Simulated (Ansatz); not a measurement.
CH4BFSSi, SMILES `FB1SC1[SiH3]` at its PBE0-D4/def2-TZVP geometry, where that method's forces vanish. Charge 0, multiplicity 1.

```xyz
9

F    -2.5079    0.5895    1.1235
B    -1.2445    0.2632    1.1524
S     0.2340    0.4740    2.0575
C    -0.1436   -0.5268    0.4615
Si    0.7642    0.0789   -1.0538
H    -0.1035   -1.6020    0.6381
H     0.5050    1.5315   -1.2175
H     0.2710   -0.6584   -2.2486
H     2.2253   -0.1499   -0.9130
```

Question: What forces (eV/Å) does PBE-D4/def2-TZVPP give on these atoms in Ansatz? (Estimate.)

Answer: Ansatz gave: 
```
F1  -0.628  0.165 -0.014
B2   0.251 -0.078 -0.025
S3   0.275  0.189  0.404
C4  -0.012 -0.087 -0.215
Si5 -0.001 -0.013 -0.022
H6   0.022 -0.232  0.018
H7  -0.021  0.149 -0.020
H8  -0.045 -0.075 -0.132
H9   0.160 -0.018  0.006
```
